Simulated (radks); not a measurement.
Results of a calculation; reference values are marked as such.
Coherent X-ray form factor from a spherical all-electron density. Code: a radial shooting solver on a logarithmic mesh with Libxc functionals. Model: Dirac Kohn-Sham, PBE, spin-unpolarised, spherical densities, finite nucleus; Fermi nuclear charge, rms radius of each element as measured or else 0.836 A^(1/3) + 0.57 fm.

| sin(theta)/lambda (1/angstrom) | f0 (electrons) |
|---|---|
| 0.05 | 78.092 |
| 0.1 | 75.605 |
| 0.15 | 72.090 |
| 0.2 | 68.114 |
| 0.25 | 64.078 |
| 0.3 | 60.210 |
| 0.4 | 53.314 |
| 0.5 | 47.580 |
| 0.6 | 42.798 |
| 0.8 | 35.143 |
| 1 | 29.102 |
| 1.25 | 23.312 |
| 1.5 | 19.319 |
| 2 | 14.958 |

The species is in the configuration that NIST lists as its ground one. Which atom or ion scatters so?

Answer. The mercury ion Hg+, [Xe] 4f14 5d10 6s1. Extrapolating in s^2 from the first two rows gives f0(0) = 78.9, near the electron count 79; among species with that count, the fall with angle is slower the higher Z, and the table is that of Z = 80; from so few rows the species is fixed only to a neighbour or two.
